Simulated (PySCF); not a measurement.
**Spin-orbit coupling and the second ionisation energy along the 5p block**

Two-component X2C-1e calculated with PySCF 2.14: MP2 on generalised Hartree-Fock spinors (GMP2), with spin-orbit coupling off and on (screened by Boettger's factors); no Breit or QED terms. Values in eV; the references (NIST) lie between the lowest levels. Elements whose determinants are no pure J levels are left out.

```csv
element,configurations,spin-free,with spin-orbit,shift,reference
"In (x2c-SVPall-2c, [Ar] 3d10 frozen)",[Kr] 4d10 5s2 → [Kr] 4d10 5s1,17.881,17.884,0.003,18.870
"Sn (x2c-SVPall-2c, [Ar] 3d10 frozen)",[Kr] 4d10 5s2 5p1 → [Kr] 4d10 5s2,13.921,14.280,0.359,14.633
"I (x2c-SVPall-2c, [Ar] 3d10 frozen)",[Kr] 4d10 5s2 5p4 → [Kr] 4d10 5s2 5p3,18.171,18.484,0.313,19.131
"Xe (x2c-SVPall-2c, [Ar] 3d10 frozen)",[Kr] 4d10 5s2 5p5 → [Kr] 4d10 5s2 5p4,20.770,20.527,-0.244,20.975 (s)
```

The largest shift is at Sn, 0.359 eV, where spin-orbit coupling lowers the species with more electrons by more than the one with fewer (starting occupations 5p1/2^1 and closed).

What remains against the references is mostly the basis and correlation beyond MP2. References marked (s) are semi-empirical, (t) theoretical.
